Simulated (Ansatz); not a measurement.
Reaction (substitution at a C–N bond): `CN(C)BF` + `N1[SiH2][AsH]1` → `C[As]1N[SiH2]1` + `CNBF`

Gas-phase electronic energies from Ansatz, PBE0-D4/def2-TZVP geometries. CBS: MP2 limit from def2 TZ/QZ plus the TZ coupled-cluster correction, frozen cores. This one scheme is used for every species. Functionals use def2-TZVPP. B3LYP here is the variant with VWN-RPA as its local correlation; programs differ in this. HSE06 is defined as in plane-wave codes. For As outer-core shells are correlated without core-valence functions, which leaves a few kJ/mol of doubt a bond. Scalar relativity is left out up to krypton. One conformer a species, not always the lowest.

`CN(C)BF`:

```xyz
12

C    -0.555   -0.284    1.213
N     0.002    0.165   -0.039
C     0.516   -0.891   -0.879
B     0.033    1.509   -0.396
F     0.562    1.878   -1.572
H     0.198   -0.810    1.812
H    -0.918    0.569    1.785
H    -1.391   -0.973    1.047
H     1.315   -1.440   -0.368
H    -0.273   -1.607   -1.131
H     0.916   -0.473   -1.801
H    -0.404    2.355    0.329
```

`N1[SiH2][AsH]1`:

Cartesian coordinates in Å:
```
N -0.274 -0.215 -0.984
Si -0.458 0.373 0.620
As 1.562 -0.154 -0.322
H -0.429 0.322 -1.825
H -0.756 1.807 0.856
H -1.204 -0.515 1.538
H 1.559 -1.619 0.116
```

`C[As]1N[SiH2]1`:

```xyz
10

C     0.050   -1.641   -0.018
As    0.439   -0.208    1.300
N    -0.824    1.146    0.771
Si    0.519    1.522   -0.216
H    -0.232   -1.242   -0.993
H    -0.760   -2.261    0.369
H     0.940   -2.263   -0.128
H    -1.785    0.931    0.558
H     1.152    2.841    0.017
H     0.501    1.174   -1.661
```

`CNBF`:

Z-matrix (Å, degrees):
```
C
N 1 1.443
H 1 1.094 2 111.7
H 1 1.090 2 109.1 3 119.3
H 1 1.094 2 111.7 3 -121.4
B 2 1.388 1 126.0 3 -119.3
H 2 1.009 1 115.3 3 60.7
F 6 1.340 2 119.2 1 -180.0
H 6 1.197 2 121.7 1 0.0
```

```csv
level,ΔE (kcal/mol)
B3LYP,-8.8
HSE06,-8.9
CCSD/def2-SVP,-4.6
CCSD(T)/def2-SVP,-4.5
MP2/def2-TZVPP,-9.9
SCS-MP2/def2-TZVPP,-9.2
CCSD(T)/def2-TZVPP,-8.8
HF/CBS(def2),-8.2
```

Task: What does CCSD(T)/CBS give? (An estimate is asked.)

Result: Ansatz gave: -8.8 kcal/mol. The listed levels differ from it by 0.0, -0.1, 4.2, 4.3, -1.1, -0.4, 0.0, 0.6 kcal/mol.

Largest T1 diagnostic among the species: 0.013.

Leaving LDA and LC-ωPBE aside and taking each functional with its dispersion term where it has one, the values, not all of them listed here, spread over 0.8 kcal/mol, from PBE-QIDH to CAM-B3LYP-D4. LDA lies +2.1 kcal/mol from PBE without D4. At CCSD(T), def2-SVP lies +4.3 kcal/mol from the extrapolated value and def2-TZVPP +0.0 kcal/mol.
